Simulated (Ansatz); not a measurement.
Reaction (formal exchange of groups at a Te–C bond): `C[Te]C(C)=S` + `O[SiH2]F` → `C[Te][SiH](O)F` + `CC=S`

Calculated with Ansatz (gas phase, PBE0-D4/def2-TZVP geometries, no zero-point term in ΔE). CCSD(T)/CBS is the MP2 limit (def2-TZVPP, def2-QZVPP) plus CCSD(T) − MP2 in def2-TZVPP, frozen cores. DFT in def2-TZVPP. Elements past krypton have def2 core potentials. For Te outer-core shells are correlated without core-valence functions, which leaves a few kJ/mol of doubt a bond. One conformer a species, not always the lowest.

CCSD(T)/CBS gives -46.5 kJ/mol.

Another level gave -45.7 kJ/mol. Which?
A. PBE0-D4/def2-TZVPP
B. PBE-D4/def2-TZVPP
C. CCSD(T)/def2-TZVPP
D. MP2/def2-TZVPP

C. CCSD(T)/def2-TZVPP -45.7, PBE0-D4 -51.7, MP2/def2-TZVPP -36.4, PBE-D4 -40.7 kJ/mol.

Largest T1 diagnostic among the species: 0.016.

From PBE to PBE0 (25 % exact exchange), in def2-TZVPP and without D4, ΔE moves by −10.5 kJ/mol. In def2-TZVPP, CCSD(T) changes the Hartree–Fock value by +30.9 kJ/mol (the triples alone add +8.1 kJ/mol) and MP2 by +40.1 kJ/mol.
